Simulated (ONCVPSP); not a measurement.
# Configuration tests for technetium (Tc) (ONCV)

| Item | Value |
| --- | --- |
| Element | Tc (Z = 43) |
| Generator | ONCVPSP 4.0.1 |
| Type | optimised norm-conserving Vanderbilt (ONCV) |
| Functional | PBEsol |
| Relativity | scalar-relativistic |
| Frozen core | [Kr] |
| Valence charge | 7 |
| Reference configuration | 4d5 5s1.5 (charge +0.5) |
| Partial waves | 5s: rc 2.50 bohr, ncon 4, nbas 7, qcut 2.3 1/bohr, 2 projectors, debl 1.1 Ha; p scattering state at 0.18 Ha: rc 2.20 bohr, ncon 4, nbas 9, qcut 3.3 1/bohr, 2 projectors, debl 3.4 Ha; 4d: rc 2.45 bohr, ncon 4, nbas 8, qcut 5.4 1/bohr, 1 projector |
| Local potential | polynomial inside 2.10 bohr (lpopt 4, dvloc0 0 Ha) |
| Core correction | Teter function, fcfact 5.25, rcfact 1.3 |

Energies are relative to the spin-unpolarised reference configuration 4d5 5s1.5; without spin polarisation the order of configurations can differ from experiment.

Question: Give the all-electron excitation energy and the error of the potential for: 4d5 5s2; 4d5 5s1; 4d5 5s0; 4d5 5s0 5p2.

Answer:

```tsv
valence configuration	charge	ΔE all-electron (eV)	error AE − PS (meV)
4d5 5s2	0	-3.304	+0.4
4d5 5s1	+1	4.893	-0.8
4d5 5s0	+2	19.734	-1.9
4d5 5s0 5p2	0	4.483	+44
```

Note: no bound ghost flagged; GHOST(+) flagged for s at 37.1 eV, p at 116.9 eV.
